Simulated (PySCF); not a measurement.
2-fluoropyrimidine, C4H3FN2.
Atom-mapped SMILES: `[F:1][c:2]1[n:3][cH:4][cH:5][cH:6][n:7]1` (hydrogens: H8 on C4; H9 on C5; H10 on C6)

The same species was optimised twice, with GFN2-xTB and with PBE0-D3(BJ)/def2-SVP (PySCF), and the same property calculations (PySCF, gas phase) were run on both structures.

```tsv
coordinate	GFN2-xTB	PBE0-D3(BJ)/def2-SVP	change
F1–C2 (Å)	1.325	1.314	-0.011
C6–N7 (Å)	1.324	1.330	+0.006
N3–C4 (Å)	1.324	1.330	+0.006
C5–C6 (Å)	1.388	1.393	+0.005
C4–C5 (Å)	1.388	1.393	+0.005
C2–N3 (Å)	1.315	1.317	+0.002
C2–N7 (Å)	1.315	1.317	+0.002
N3–C2–N7 (°)	128.0	128.5	+0.5
C2–N7–C6 (°)	115.9	115.5	-0.4
C4–C5–C6 (°)	116.3	115.9	-0.4
C2–N3–C4 (°)	115.9	115.5	-0.4
C5–C6–N7 (°)	122.0	122.3	+0.3
N3–C4–C5 (°)	122.0	122.3	+0.3
F1–C2–N7 (°)	116.0	115.8	-0.2
F1–C2–N3 (°)	116.0	115.8	-0.2
```

Rotational constants: A = 6176, B = 2845, C = 1948 MHz (GFN2-xTB) against A = 6142, B = 2844, C = 1944 MHz (PBE0-D3(BJ)/def2-SVP). Point groups within 0.08 Å: C2v and C2v.

On the GFN2-xTB structure: HOMO (eV) -7.90 [PBE0/pcSseg-1]; LUMO (eV) -1.66 [PBE0/pcSseg-1]; dipole (D) 3.93 [PBE0/pcSseg-1]; GIAO shielding of F1 (ppm) 214.9 [PBE0/pcSseg-1]; GIAO shielding of C2 (ppm) 13.8 [PBE0/pcSseg-1]; GIAO shielding of N3/N7 (mean) (ppm) -31.8 [PBE0/pcSseg-1]; GIAO shielding of C4/C6 (mean) (ppm) 19.8 [PBE0/pcSseg-1]; GIAO shielding of C5 (ppm) 63.2 [PBE0/pcSseg-1].

**Question.** What do these properties become on the PBE0-D3(BJ)/def2-SVP structure?

**Answer.** 
```
                                    property          level  on GFN2-xTB  on PBE0-D3(BJ)/def2-SVP  change
                                   HOMO (eV)  PBE0/pcSseg-1        -7.90                    -7.92   -0.02
                                   LUMO (eV)  PBE0/pcSseg-1        -1.66                    -1.69   -0.03
                                  dipole (D)  PBE0/pcSseg-1         3.93                     3.89   -0.04
energy, GFN2-xTB geometry as zero (kcal/mol)  PBE0/pcSseg-1          0.0                     -0.2    -0.2
                  GIAO shielding of F1 (ppm)  PBE0/pcSseg-1        214.9                    217.2    +2.3
                  GIAO shielding of C2 (ppm)  PBE0/pcSseg-1         13.8                     14.2    +0.4
        GIAO shielding of N3/N7 (mean) (ppm)  PBE0/pcSseg-1        -31.8                    -31.9    -0.1
        GIAO shielding of C4/C6 (mean) (ppm)  PBE0/pcSseg-1         19.8                     17.8    -2.0
                  GIAO shielding of C5 (ppm)  PBE0/pcSseg-1         63.2                     60.8    -2.4
```

The heavy atoms differ by 0.006 Å rms after alignment. Among bonds between heavy atoms F1–C2 changes most (-0.011 Å). Changes are differences of the printed values. Neither structure is proved a minimum here.
